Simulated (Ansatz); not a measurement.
Two isomers of CH9NOSi2: A = `C[SiH](N)O[SiH3]`, B = `C[SiH2]N[SiH2]O`.

Gas-phase electronic energies from Ansatz, PBE0-D4/def2-TZVP geometries. CCSD(T)/CBS adds triple-zeta CCSD(T) − MP2 to the extrapolated MP2 energy (def2 sets, frozen cores). Functionals use def2-TZVPP. B3LYP here is the variant with VWN-RPA as its local correlation; programs differ in this. Each species was taken in one conformer, which may not be the lowest.

Problem. Which isomer does CCSD(T)/CBS put lower? Give the gap. (An estimate is asked.)

Solution. Ansatz gave: A, by 12.8 kcal/mol.

Problem. Give E(B) − E(A) in kcal/mol with CCSD(T)/def2-TZVPP, PBE-D4, r2SCAN-D4, B3LYP-D4, MP2/def2-TZVPP, HF/def2-TZVPP, B3LYP. (Estimate.)

Solution. Ansatz gave: CCSD(T)/def2-TZVPP 12.8, PBE-D4 11.4, r2SCAN-D4 13.1, B3LYP-D4 13.6, MP2/def2-TZVPP 12.6, HF/def2-TZVPP 15.6, B3LYP 13.4. None reverses the order clearly.

Largest T1 diagnostic: 0.011.

In def2-TZVPP, CCSD(T) changes the Hartree–Fock value by −2.8 kcal/mol (the triples alone add −0.4 kcal/mol) and MP2 by −3.0 kcal/mol.
